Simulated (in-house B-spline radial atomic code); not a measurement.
The numbers below are computed, except where a source is named.
## Building a PAW s channel for Nb, r_c = 2.84 bohr

Nb, [Kr] 4d4 5s1, non-relativistic PBE, spherical and spin-unpolarised, from a B-spline radial code for spherical atoms (atomic units; all potentials screened as in the neutral atom).

Two all-electron partial waves φ1, φ2 are integrated outwards at E1 = ε(5s) = -0.136618 and E2 = E1 + 2 hartree; φ1 is the bound orbital and φ2 has unit norm inside r_c = 2.8412 bohr. Smooth partners are polynomials, r^1(a0 + a1 r² + a2 r⁴ + a3 r⁶), matched to φ and three derivatives at r_c, with no condition on the norm. The local potential is -3.25049 + (0.957997) r² + (-0.116731) r⁴ + (0.00518471) r⁶ inside 2.4012 bohr and the all-electron one outside.

| wave | φ(r_c) | φ'(r_c) | a0 | a1 | a2 | a3 |
| --- | --- | --- | --- | --- | --- | --- |
| 1 | 0.5522195 | 0.08813981 | 0.05019987 | 0.05813322 | -0.006950977 | 0.0002430263 |
| 2 | 0.7188657 | 1.79354 | -2.60685 | 0.6563034 | -0.04276195 | 0.0006624192 |

Inside r_c the overlaps are <φi φj> = [[0.24771, -0.23177], [-0.23177, 1.00000]] and, for the smooth waves, [[0.25589, -0.54207], [-0.54207, 5.59136]]. With χj = (Ej − T − V_local) applied to smooth wave j, the program's quadrature gives the matrix B_ij = <smooth i, χj> as [[0.12784, -1.62955], [-1.00894, 17.02780]].

Q: Check the match of the first wave, and find the augmentation charges q_ij.

A: At r_c the four terms are 0.14263, 1.33331, -1.28693, 0.36322, which sum to 0.5522, φ1(r_c) to rounding. q_ij is the all-electron overlap less the smooth one: [[-0.00818, 0.31031], [0.31031, -4.59136]]. The smooth first wave has a norm of 0.2559 inside r_c against 0.2477, so q11 is negative and must stay small enough for the overlap operator to be positive.

Q: B isn't symmetric. Show that D_ij = B_ij + Ej q_ij is.

A: Integrating by parts gives B12 − B21 = (E1 − E2) q12: -1.62955 − (-1.00894) = -0.62061, and −2 × (0.31031) = -0.62061. So D12 = -1.62955 + (1.863382)(0.31031) = -1.05133 and D21 = -1.00894 + (-0.136618)(0.31031) = -1.05133; D11 = 0.12896, D22 = 8.47234. The projectors, p = (B⁻¹)ᵀ χ, are dual to the smooth waves; det B = 0.53.

Solving (T + V_local + Σ p D p) ψ = E (1 + Σ p q p) ψ in a sphere of 9 bohr, whose wall lifts the free-atom level a little, gives these levels:

```tsv
all-electron	one projector	two projectors
-0.134154	-0.279878	-
0.131711	-0.134153	-
0.517770	0.132897	-
1.064670	0.520225	-
1.762020	1.057280	-
```

Q: What does the second projector gain?

A: With one projector a ghost lies below the reference level, so the set fails. With two the overlap operator is nearly singular, so the set fails. The lowest eigenvalue of the overlap operator is 0.906 with one and 0.0009616 with two projectors. The smooth orbital alone needs a cutoff of 2.16 hartree for 1 millihartree of kinetic energy, against 3.38 for a norm-conserving Troullier-Martins orbital of the same radius, which is no gain while the set fails.
